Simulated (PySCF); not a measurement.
Atomic charges by several schemes

C7H10F (charge +1).
Geometry (GFN2-xTB, Å), atoms numbered from 1 in this order:
```
atom  x, y, z in Å
C1    -1.5530    0.6307   -0.7786
C2    -0.9380   -0.1093    0.4039
C3    -0.2326   -1.3864   -0.0771
C4     1.0895   -1.1687   -0.6488
C5     1.8217   -0.0274   -0.4323
C6     1.3304    0.9220    0.4537
F7     2.0659    1.9553    0.7385
C8     0.0534    0.7994    1.1502
H9    -2.2907    0.0041   -1.2736
H10   -2.0651    1.5283   -0.4410
H11   -0.7990    0.9160   -1.5084
H12   -1.7407   -0.3846    1.0919
H13   -0.8642   -1.9282   -0.7890
H14   -0.0937   -2.0976    0.7534
H15    1.5196   -1.9603   -1.2503
H16    2.7915    0.1219   -0.8849
H17    0.2700    0.3983    2.1534
H18   -0.3737    1.7926    1.3274
```

Density: PBE0/pcSseg-1 (PySCF); schemes: Mulliken, IAO, Hirshfeld and ESP-fitted. Isolated species at its GFN2-xTB geometry (one conformer only).

Which atoms carry the highest charge in the Mulliken, IAO, Hirshfeld and ESP-fitted schemes?

All schemes agree: Mulliken C6 (+0.374); IAO C6 (+0.512); Hirshfeld C6 (+0.257); ESP-fitted C6 (+0.784).

Which atoms carry the lowest charge in the Mulliken, IAO, Hirshfeld and ESP-fitted schemes?

The schemes don't all agree: Mulliken C2 (-0.385); IAO C1 (-0.430); Hirshfeld C1 (-0.111); ESP-fitted C8 (-0.725).

What partial charge does each atom carry?

In e:

| atom | environment | Mulliken | IAO | Hirshfeld | ESP-fitted |
| --- | --- | --- | --- | --- | --- |
| C1 | methyl carbon | -0.197 | -0.430 | -0.111 | -0.596 |
| C2 | sp3 CH carbon | -0.385 | -0.099 | +0.001 | +0.553 |
| C3 | ring CH2 carbon | -0.144 | -0.287 | -0.041 | -0.661 |
| C4 | carbon bonded to 2 C and H | -0.001 | +0.079 | +0.132 | +0.427 |
| C5 | carbon bonded to 2 C and H | -0.117 | -0.215 | -0.029 | -0.576 |
| C6 | carbon bonded to 2 C and F | +0.374 | +0.512 | +0.257 | +0.784 |
| F7 | vinyl fluorine | -0.148 | -0.148 | +0.037 | -0.112 |
| C8 | allylic carbon | -0.181 | -0.310 | -0.051 | -0.725 |
| H9 | methyl hydrogen | +0.156 | +0.167 | +0.064 | +0.174 |
| H10 | methyl hydrogen | +0.154 | +0.166 | +0.062 | +0.172 |
| H11 | methyl hydrogen | +0.122 | +0.140 | +0.040 | +0.174 |
| H12 | methine hydrogen | +0.174 | +0.173 | +0.071 | +0.037 |
| H13 | methylene hydrogen | +0.198 | +0.197 | +0.088 | +0.230 |
| H14 | methylene hydrogen | +0.213 | +0.208 | +0.093 | +0.229 |
| H15 | hydrogen on C4 | +0.182 | +0.214 | +0.110 | +0.133 |
| H16 | hydrogen on C5 | +0.174 | +0.213 | +0.093 | +0.260 |
| H17 | methylene hydrogen | +0.222 | +0.213 | +0.094 | +0.251 |
| H18 | methylene hydrogen | +0.207 | +0.205 | +0.088 | +0.245 |

Mean size of the charges over all atoms: ESP-fitted 0.352 e, IAO 0.221 e, Mulliken 0.186 e, Hirshfeld 0.081 e. Each set sums to the total charge, 1, to within 0.001 e. The ESP scheme fits charges at the nuclei, held to the total charge, to the electrostatic potential on points at 1.4 to 2.0 times the van der Waals radii. The Mulliken scheme counts on each atom the diagonal of the density matrix times the overlap matrix over that atom's basis functions.

How many electrons does the IAO scheme count on F7?

Z − q = 9 − (-0.148) = 9.148.

Sum the charges by element, for elements with more than one atom.

```
element  atoms  Mulliken     IAO  Hirshfeld  ESP-fitted
      C      7    -0.652  -0.750     +0.158      -0.794
      H     10    +1.800  +1.898     +0.804      +1.905
```
